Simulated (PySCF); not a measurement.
Species: C₅H₉Si (doublet state).
Numbering: `[CH3:1][C:2]#[C:3][Si:4]([CH3:5])[CH3:6]` (hydrogens: H7, H8, H9 on C1; H10, H11, H12 on C5; H13, H14, H15 on C6)

Computed, not measured: PySCF, UKS B3LYP, pcH-1 on C H Si, non-relativistic, mean-field spin-orbit, GIAO. Isolated species at its GFN2-xTB geometry, gas phase. GFN2-xTB frequencies show an imaginary mode (21i cm⁻¹), so this geometry is no minimum at that level. Couplings are sensitive to structure, and on GFN2-xTB geometries they can be far from those on DFT ones, by a factor of two or more for some ions and for spin on atoms past the first row. Stability of the SCF solution: not tested.

Q: What is the g tensor, term by term?

A: 
| Δg (ppm) | 1 | 2 | 3 |
| --- | --- | --- | --- |
| relativistic mass correction | -143 | -143 | -143 |
| gauge correction | 5 | 76 | 78 |
| orbital Zeeman/spin–orbit | -84 | 700 | 1759 |
| total | -222 | 634 | 1693 |

So g = 2.00210, 2.00295, 2.00401 and g_iso = 2.00302; the tensor is rhombic: the two nearest values differ by 45 % of g3 − g1. Axes: g3 points within 9° of the C2–C3 bond.

Q: What effective moment and Curie constant follow for a powder?

A: With the mean of g² = 4.0121 and S(S+1) = 0.75: μ_eff = √(⟨g²⟩S(S+1)) = 1.735 μB and χT = 0.12505·⟨g²⟩·S(S+1) = 0.376 cm³ K/mol (cgs; spin-Hamiltonian part alone).

Q: What are the electron Larmor frequencies g μB B/h along the three axes at 3350 mT?

A: 93.8732, 93.9133, 93.9630 GHz for g1, g2 and g3, a range of 89.8 MHz.

Q: In a frozen sample, at which fields do the three g values resonate at 9.5, 34, 94 and 263 GHz (hyperfine left aside), and which band first spreads them over more than twice a line width of 1.0 mT?

A: 
```
band    GHz  B(g3) mT  B(g2) mT  B(g1) mT  spread mT
   X    9.5    338.70    338.88    339.02       0.32
   Q   34.0   1212.18   1212.82   1213.34       1.16
   W   94.0   3351.32   3353.09   3354.53       3.21
   J  263.0   9376.56   9381.53   9385.53       8.97
```

The spread grows in proportion to the frequency. W band is the first where it exceeds 2.0 mT.

Largest spin populations (Mulliken): Si4 (+0.89), C2 (+0.17) and C3 (-0.10). The positive populations add up to 1.13 and the negative ones to -0.13, together 2S = 1. The angles at Si4 add up to 336.2°, so it is pyramidal.

The HOMO–LUMO gaps are 5.28 eV among the α and 5.14 eV among the β orbitals.

On one thread, AMD EPYC 7B13 (x86_64), no GPU (shared host), this took 44 s wall (grids of density and orbitals included) and 0.93 GiB of memory at its peak.
